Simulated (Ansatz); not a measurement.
CeF4, charge -1, doublet, at a GFN2-xTB geometry (such geometries of metal compounds can be far from the true shape) (the multiplicity is a formal guess) (core potentials on Ce) (a gas-phase anion, which may not be bound at this level); HF/def2-SVP (Ansatz, an electronic-structure program).

Here is a job for Ansatz.
Ansatz 0.2 input:
```yaml
crystal:
  periodic: [false, false, false]
  atoms:
    - {symbol: Ce, position_ang: [-0.00000000, 0.00000000, -0.00000000]}
    - {symbol: F, position_ang: [1.33960211, 0.94537442, -1.23156901]}
    - {symbol: F, position_ang: [1.00438197, -1.28030662, 1.24782237]}
    - {symbol: F, position_ang: [-1.33970829, -1.06088595, -1.13345999]}
    - {symbol: F, position_ang: [-1.00427580, 1.39581815, 1.11720664]}
basis:
  gaussian:
    orbitals: def2-SVP
hamiltonian:
  xc: hf
total_charge: -1
magnetization: {spin_polarized: true, initial_magnetization: 1}
```

Output, abridged:

```
Functional definition: HF
1172 factors; integrals over basis functions are off by at most 4.8e-4 eV
mean field evaluation 1: about -23696.4079 eV, gradient 6.6e1 eV
mean field evaluation 2: about -23696.5276 eV, gradient 6.6e1 eV
mean field evaluation 4: about -23709.7083 eV, gradient 2.2e1 eV
mean field evaluation 8: about -23711.0557 eV, gradient 8.2e-1 eV
mean field evaluation 16: about -23711.0824 eV, gradient 1.2e-1 eV
mean field evaluation 32: about -23711.1178 eV, gradient 3.9e-1 eV
mean field evaluation 64: about -23710.8839 eV, gradient 1.4e0 eV
mean field evaluation 96: about -23711.1170 eV, gradient 5.1e-2 eV
mean field evaluation 128: about -23711.1172 eV, gradient 2.0e-2 eV
mean field evaluation 160: about -23711.0110 eV, gradient 2.5e-1 eV
mean field evaluation 192: about -23710.9995 eV, gradient 5.9e-1 eV
mean field evaluation 224: about -23711.0811 eV, gradient 1.3e-1 eV
mean field -23711.11927286 eV, -871.3675613037 hartree, gradient 4.0e-6 eV, S^2 0.750865; 4 other end points of the search recorded, 0 dependent functions left out
reference -23711.11927286 eV, -871.3675613037 hartree; 34, 33 occupied and 100, 101 virtual orbitals, 1172 factors
Total energy: -23711.11927286 eV, -871.3675613037 hartree
```
